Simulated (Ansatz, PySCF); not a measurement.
Molecule: CHF, charge 0, multiplicity 1. SMILES: [CH]F
Geometry from a B3LYP-D3(BJ)/def2-TZVP (Ansatz, a first-principles code) optimisation:
```
C
F 1 1.3097
H 1 1.1236 2 102.28
```

Wanted: vertical ionisation energy (to the doublet state of charge +1; each state is the SCF solution reached for its spin; for the singlet the Hartree-Fock reference is unstable and T1 is 0.017), in eV. Valence correlation only, unless marked. Open shells are spin-unrestricted. No spin-orbit coupling. No relativistic terms. CBS(X,Y): correlation extrapolated as X^-3; Hartree-Fock from the larger set.

```tsv
level	program	vertical ionisation energy (eV)	minus last row
BHLYP/def2-TZVPD	Ansatz	10.56	-0.11
B2PLYP/def2-TZVPD	Ansatz	10.45	-0.22
MP2/aug-cc-pVQZ	Ansatz	10.52	-0.15
RI-MP2/def2-QZVPPD	Ansatz	10.49	-0.18
CCSD/def2-SVPD	Ansatz	10.43	-0.24
CCSD(T)/def2-TZVPPD	Ansatz	10.55	-0.12
CCSD(T)/CBS(aug-cc-pVTZ,aug-cc-pVQZ)	Ansatz	10.67	0.00
```

For comparison, minus the highest occupied orbital energy (PySCF): 11.18 eV at HF/def2-TZVPD, 5.99 eV at M06-L/def2-TZVPD, 8.87 eV at CAM-B3LYP/def2-TZVPD.
